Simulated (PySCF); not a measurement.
InH3, SMILES [InH3].

Coordinates come from a B3LYP-D3(BJ)/def2-TZVPD optimisation. The def2 effective core potentials stand for the cores of In; spin–orbit coupling is left out.

The numbers are results of TDA-PBE0/def2-TZVPD run with PySCF, not measurements.

Vertical excitations; the highest root listed may be one member of a degenerate set. The molecule is in vacuum. State labels are in the subgroup C2v.

```csv
state,symmetry,energy (eV),λ (nm),f,main pairs
S1,B2,4.85,255,0.000,HOMO→LUMO (degenerate set)
S2,A2,4.85,255,0.000,HOMO−1→LUMO (degenerate set)
S3,B1,7.30,170,0.216,HOMO−1→LUMO+1 (degenerate set)
S4,A1,7.30,170,0.216,HOMO→LUMO+1 (degenerate set)
S5,B1,7.82,159,0.000,"HOMO−1→LUMO+4 50 %, HOMO→LUMO+3 49 %"
S6,A1,7.88,157,0.010,"HOMO→LUMO+2, HOMO→LUMO+4, HOMO−1→LUMO+3 (degenerate set)"
S7,B1,7.88,157,0.010,"HOMO−1→LUMO+2, HOMO→LUMO+3, HOMO−1→LUMO+4 (degenerate set)"
S8,A1,8.20,151,0.000,"HOMO→LUMO+4 48 %, HOMO−1→LUMO+3 48 %"
S9,A1,8.66,143,0.671,"HOMO−1→LUMO+3, HOMO→LUMO+4, HOMO→LUMO+2, HOMO→LUMO+10 (degenerate set)"
S10,B1,8.66,143,0.672,"HOMO→LUMO+3, HOMO−1→LUMO+4, HOMO−1→LUMO+2, HOMO−1→LUMO+10 (degenerate set)"
T1,B2,4.42,281,0,HOMO→LUMO (degenerate set)
T2,A2,4.42,281,0,HOMO−1→LUMO (degenerate set)
T3,A1,6.04,205,0,"HOMO→LUMO+1, HOMO→LUMO+2 (degenerate set)"
T4,B1,6.04,205,0,"HOMO−1→LUMO+1, HOMO−1→LUMO+2 (degenerate set)"
```
Triplets are in the Tamm–Dancoff approximation.
